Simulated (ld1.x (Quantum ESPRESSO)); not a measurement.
## u(r) = r·R(r): atom against pseudo-atom (I (Z = 53))

Columns: radius, all-electron u(r) and pseudo u(r) of the 5s shell (level -17.84 eV) of iodine in the configuration [Kr] 4d10 5s1.75 5p5.25; LDA (PZ), scalar-relativistic, TM scheme, ld1.x (Quantum ESPRESSO) 7.5.

```tsv
r (bohr)	all-electron	pseudo
0.082	-0.1891	0.0157
0.165	0.1421	0.0323
0.248	0.2769	0.0504
0.330	0.0931	0.0705
0.413	-0.1725	0.0939
0.495	-0.3596	0.1211
0.578	-0.4270	0.1537
0.660	-0.3864	0.1918
0.742	-0.2727	0.2368
0.825	-0.1169	0.2898
0.908	0.0531	0.3503
0.990	0.2170	0.4167
1.072	0.3660	0.4878
1.155	0.4960	0.5616
1.238	0.6028	0.6331
1.320	0.6858	0.6971
1.402	0.7476	0.7507
1.485	0.7909	0.7914
1.568	0.8174	0.8174
1.650	0.8294	0.8294
1.733	0.8298	0.8298
1.815	0.8206	0.8206
1.898	0.8036	0.8036
1.980	0.7808	0.7808
2.062	0.7536	0.7536
2.145	0.7229	0.7229
```

(1) How many radial nodes do the two functions have?

(2) At about which radius was the pseudo-wave matched?

(3) Is the pseudo-wave norm-conserving?

Results:

(1) The all-electron 5s function has n − l − 1 = 4 (the table is too coarse to show those close to the nucleus); the pseudo-wave has 0, since the states of the same l below it are removed with the core.

(2) 1.65 bohr. The columns agree to 0.0005 from 1.49 bohr on; several derivatives are matched, so the curves merge somewhat inside the radius.

(3) Yes: the TM scheme keeps the norm inside the radius equal to the all-electron one, which fixes the energy derivative of the logarithmic derivative at the level.
